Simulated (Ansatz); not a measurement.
Consider the formal exchange of groups at a B–Si bond: `[SiH3]BS[SiH3]` + `CC` → `CCBS[SiH3]` + SiH₄.

Gas-phase electronic energies from Ansatz, PBE0-D4/def2-TZVP geometries. CCSD(T)/CBS adds triple-zeta CCSD(T) − MP2 to the extrapolated MP2 energy (def2 sets, frozen cores). This one scheme is used for every species. Functionals use def2-TZVPP. B3LYP here is the variant with VWN-RPA as its local correlation; programs differ in this. HSE06 is defined as in plane-wave codes. One conformer a species, not always the lowest.

`[SiH3]BS[SiH3]`:

```xyz
11

Si    2.128   -0.636    1.082
B     0.336   -0.020    0.410
S    -0.138   -0.360   -1.265
Si   -2.095    0.552   -1.288
H     2.914    0.537    1.561
H     1.939   -1.552    2.244
H     2.922   -1.346    0.044
H    -0.419    0.574    1.127
H    -1.970    1.998   -0.985
H    -2.657    0.362   -2.648
H    -2.960   -0.109   -0.282
```

`CC`:

Z-matrix (Å, degrees):
```
C
C 1 1.519
H 1 1.093 2 111.4
H 1 1.093 2 111.4 3 120.0
H 1 1.093 2 111.4 3 -120.0
H 2 1.093 1 111.4 3 180.0
H 2 1.093 1 111.4 3 -60.0
H 2 1.093 1 111.4 3 60.0
```

`CCBS[SiH3]`:

```xyz
14

C     1.889   -1.608   -0.143
C     0.457   -1.373   -0.624
B    -0.213   -0.098   -0.024
S    -1.229    0.968   -1.047
Si   -1.848    2.386    0.444
H     2.287   -2.554   -0.517
H     1.940   -1.631    0.948
H     2.557   -0.814   -0.484
H     0.404   -1.394   -1.716
H    -0.173   -2.210   -0.282
H    -0.076    0.175    1.137
H    -2.625    1.708    1.510
H    -2.704    3.388   -0.238
H    -0.666    3.057    1.037
```

SiH₄:

Z-matrix (Å, degrees):
```
Si
H 1 1.485
H 1 1.485 2 109.5
H 1 1.485 2 109.5 3 -120.0
H 1 1.485 2 109.5 3 120.0
```

```csv
level,ΔE (kJ/mol),difference from CCSD(T)/CBS
LDA (SPW92),-9.2,2.3
PBE-D4,-3.6,7.9
revPBE-D4,-5.0,6.5
BLYP-D4,-7.9,3.6
r2SCAN-D4,-9.3,2.2
PBE0-D4,-7.1,4.4
B3LYP-D4,-10.2,1.3
r2SCAN0-D4,-11.3,0.2
HSE06-D4,-6.9,4.6
BHLYP-D4,-13.3,-1.8
CAM-B3LYP-D4,-14.3,-2.8
ωB97X-V,-12.8,-1.3
ωB97M-V,-15.9,-4.4
B2PLYP,-11.9,-0.4
PBE-QIDH,-11.9,-0.4
PBE,-2.7,8.8
BLYP,-6.1,5.4
r2SCAN,-8.7,2.8
PBE0,-6.3,5.2
B3LYP,-9.2,2.3
r2SCANh,-9.6,1.9
r2SCAN0,-10.7,0.8
HSE06,-6.3,5.2
BHLYP,-13.9,-2.4
CAM-B3LYP,-13.7,-2.2
LC-ωPBE,-10.7,0.8
RPA@PBE/def2-TZVPP,-12.2,-0.7
HF/def2-SVP,-20.2,-8.7
CCSD/def2-SVP,-15.0,-3.5
CCSD(T)/def2-SVP,-14.3,-2.8
HF/def2-TZVPP,-17.9,-6.4
MP2/def2-TZVPP,-17.2,-5.7
CCSD/def2-TZVPP,-13.2,-1.7
CCSD(T)/def2-TZVPP,-12.3,-0.8
HF/def2-QZVPP,-18.3,-6.8
MP2/def2-QZVPP,-16.9,-5.4
SCS-MP2/def2-QZVPP,-16.4,-4.9
HF/CBS(def2),-18.4,-6.9
MP2/CBS(def2),-16.4,-4.9
CCSD/CBS(def2),-12.4,-0.9
CCSD(T)/CBS,-11.5,0
```

Q: What do rigid-rotor, harmonic-oscillator terms from PBE0-D4/def2-TZVP frequencies (298.15 K, 1 bar) make of the CCSD(T)/CBS value? (Best estimate.)

A: Ansatz gave: ΔZPE = -6.7 kJ/mol, ΔH = -18.1 kJ/mol, ΔS = -11 J/(mol·K), ΔG = -14.8 kJ/mol. Modes under 50 cm⁻¹ make the entropy rough.

Largest T1 diagnostic among the species: 0.015.

From BLYP to BHLYP (50 % exact exchange), in def2-TZVPP and without D4, ΔE moves by −7.8 kJ/mol. Leaving LDA and LC-ωPBE aside and taking each functional with its dispersion term where it has one, the values spread over 12.3 kJ/mol, from ωB97M-V to PBE-D4. LDA lies −6.4 kJ/mol from PBE without D4.
